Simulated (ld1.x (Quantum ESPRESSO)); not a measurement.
## indium, RRKJ: configuration errors across variants

| Quantity | Value |
| --- | --- |
| Element | indium (In) |
| Generator | ld1.x (Quantum ESPRESSO) 7.5 |
| Type | norm-conserving RRKJ (Kleinman–Bylander form) |
| Functional | LDA (PZ) |
| Relativity | scalar-relativistic |
| Frozen core | [Ar] 3d10 |
| Valence charge | 21 |
| Reference configuration | 4s2 4p6 4d10 5s0 5p0 (charge +3) |
| Partial waves | 4p (bound): rc 1.55 bohr; 4d (bound): rc 1.60 bohr; 4s (bound): rc 1.05 bohr |
| Local potential | the s channel |
| Core correction | a·sin(br)/r model core inside 0.60 bohr |

All-electron excitation energies from the reference (eV): (1) 4s2 4p6 4d10 5s2 5p1 -53.995; (2) 4s2 4p6 4d10 5s2 5p0 -48.401; (3) 4s2 4p6 4d10 5s1 5p0 -28.740; (4) 4s2 4p6 4d9 5s2 5p2 -35.795; (5) 4s2 4p6 4d10 5s1 5p1 -41.706; (6) 4s2 4p6 4d9 5s0 5p0 56.611; (7) 4s2 4p5 4d10 5s2 5p1 31.551; (8) 4s2 4p6 4d10 5s2 5p1 spin -54.112; (9) 4s2 4p6 4d10 5s1 5p0 spin -28.964.

Spin tests fill each open shell by Hund’s rule, majority spin first.

4 further variants failed, have other tests or another functional or relativity, and are left out.

Errors AE − PS in meV (a dash: test not solved or not reliable):

```tsv
change	(1)	(2)	(3)	(4)	(5)	(6)	(7)	(8)	(9)	bound ghosts
base	+1024	+936	+567	+1724	+815	+12	+1626	+1024	+561	none
wave 4p (bound): rc 1.55 bohr becomes 4p (bound): rc 1.26 bohr	+937	+935	+567	+1438	+670	+9.7	+1429	+937	+561	none
all radii but the core radius scaled by about 0.80 (s 0.84, p 1.24, d 1.28 bohr)	+351	+325	+197	+579	+275	-0.2	+527	+351	+195	none
wave 4d (bound): rc 1.60 bohr becomes 4d (bound): rc 1.88 bohr	+1017	+930	+565	+1780	+810	+49	+1567	+1017	+559	none
```

Task: Give the same row for: wave 4s (bound): rc 1.05 bohr becomes 4s (bound): rc 0.70 bohr.

Result: +879, +757, +462, +1583, +748, +9.5, +1456, +879, +457; bound ghosts: none.
